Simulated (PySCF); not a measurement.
C₇H₆ (charge +1 and doublet state).
Geometry (GFN2-xTB, Å), atoms numbered from 1 in this order:
```xyz
13
C7H6 angstrom
C      0.212    2.307    0.619
C      0.238    1.225    0.081
C      0.312   -0.067   -0.582
C      1.557   -0.754   -0.423
C      2.601   -1.340   -0.286
C     -0.812   -0.527    0.350
C     -2.100   -0.442    0.008
H      0.240    3.281    1.024
H      0.010   -0.012   -1.632
H      3.518   -1.850   -0.186
H     -0.476   -0.951    1.287
H     -2.452    0.094   -0.862
H     -2.854   -0.962    0.582
```

The hyperfine couplings belong to this conformer and change with its torsions.

Identity: `C#C[C@@H]([C]=[CH+])C=C` [radical] (charge +1).

Theory: PySCF 2.14.0, UKS B3LYP, pcH-1 on C H, non-relativistic, mean-field spin-orbit, GIAO. One conformer (not necessarily the lowest) at the GFN2-xTB geometry, without solvent, vibrations or thermal averaging. A GFN2-xTB geometry isn't a minimum of the functional, and hyperfine couplings can be far from their values at a DFT geometry, by a factor of two or more for some ions and for spin on atoms past the first row. The frame is twisted about the C6–C7 bond at this geometry (dihedral C3–C6–C7–H12 = -10°); couplings at other torsion angles weren't computed. Stability of the SCF solution: not tested.

Question: Where do the isotropic ENDOR lines of C2, C6, C1, C7, C4, C3, H8, H12, H9 and H13 fall at 3347.7 mT, to first order?

Answer: ν± = |νn ± a/2|, one line for each electron-spin manifold; νn = |g_N| × 7.62259 MHz/T × B.

```csv
nuclei,isotope,g_N,νn (MHz),a_iso (MHz),lower line (MHz),upper line (MHz)
C2,13C,1.4048,35.85,49.50,11.10,60.60
C6,13C,1.4048,35.85,29.80,20.95,50.75
C1,13C,1.4048,35.85,27.22,22.24,49.46
C7,13C,1.4048,35.85,24.80,23.45,48.25
C4,13C,1.4048,35.85,-9.41,31.15,40.55
C3,13C,1.4048,35.85,5.26,33.22,38.48
H8,1H,5.5857,142.54,-32.02,126.52,158.55
H12,1H,5.5857,142.54,-17.41,133.83,151.24
H9,1H,5.5857,142.54,-11.92,136.58,148.50
H13,1H,5.5857,142.54,-9.31,137.88,147.19
```

The rows for 13C, of low natural abundance, apply to labelled samples.

Question: Which pairs are centred on the nuclear Larmor frequency, and which on half the coupling?

Answer: Centred on νn, since |a| < 2νn: C2, C6, C1, C7, C4, C3, H8, H12, H9 and H13. No pair has |a| > 2νn.

Question: At what field would the lower line of H13 fall to zero frequency?

Answer: Where νn = |a|/2, that is B = 4.66 MHz/(5.5857 × 7.62259 MHz/T) = 109 mT, as far as first order holds there.

Couplings of abundant isotopes left out: H10 (-3.5 MHz).

The SMILES draws the unpaired electron on C4; the largest computed Mulliken spin population is on C7 (0.42 against 0.01).
